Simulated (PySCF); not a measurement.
2,4-dichloropyrimidine, C4H2Cl2N2, SMILES Clc1ccnc(Cl)n1, point group Cs.

Force field and properties: PBE0/pcSseg-1 (PySCF, grid level 2). Vibrational terms come from second-order perturbation theory with semi-diagonal cubic constants, by steps of ±0.6 along the normal coordinates of each isotopologue. The parent has the commonest isotopes.

Equilibrium geometry (Å):

```json
{"atom": "Cl1", "x": "-1.6961", "y": "-2.3695", "z": "0.0152"}
{"atom": "C2", "x": "-0.6235", "y": "-1.0133", "z": "-0.0003"}
{"atom": "C3", "x": "-1.1410", "y": "0.2770", "z": "0.0102"}
{"atom": "C4", "x": "-0.1977", "y": "1.2906", "z": "-0.0037"}
{"atom": "N5", "x": "1.1147", "y": "1.0585", "z": "-0.0256"}
{"atom": "C6", "x": "1.4627", "y": "-0.2135", "z": "-0.0333"}
{"atom": "Cl7", "x": "3.1573", "y": "-0.5474", "z": "-0.0617"}
{"atom": "N8", "x": "0.6666", "y": "-1.2721", "z": "-0.0219"}
{"atom": "H9", "x": "-2.2074", "y": "0.4712", "z": "0.0281"}
{"atom": "H10", "x": "-0.5001", "y": "2.3372", "z": "0.0029"}
```

Question: Give the equilibrium and ground-state rotational constants (MHz) of parent; ¹³C at 6.

Answer: 
```csv
species,Ae,Be,Ce,A0,B0,C0,Δ0 (u Å²),harmonic ZPE (cm⁻¹)
parent,2941.3,932.87,708.24,2924.3,928.85,704.86,0.085,12772
¹³C at 6,2941.2,930.79,707.04,2924.3,926.83,703.69,0.085,12719
```

Δ0 = Ic − Ia − Ib from the ground-state constants.

Question: How is the parent's vibrational correction B0 − Be made up?

Answer: 
| axis | harmonic | Coriolis | cubic | total (MHz) |
| --- | --- | --- | --- | --- |
| a | 2.44 | -1.78 | -17.7 | -17 |
| b | 0.416 | -0.215 | -4.22 | -4.02 |
| c | 0.113 | -0.043 | -3.46 | -3.39 |

Question: And its quartic centrifugal distortion constants from the harmonic force field?

Answer: Asymmetric top, A reduction, Ir representation: ΔJ = 0.0252 kHz, ΔJK = -0.0956 kHz, ΔK = 0.916 kHz, δJ = 0.00795 kHz, δK = 0.0598 kHz.

A mode lies under 250 cm⁻¹, where this perturbation treatment is rough.
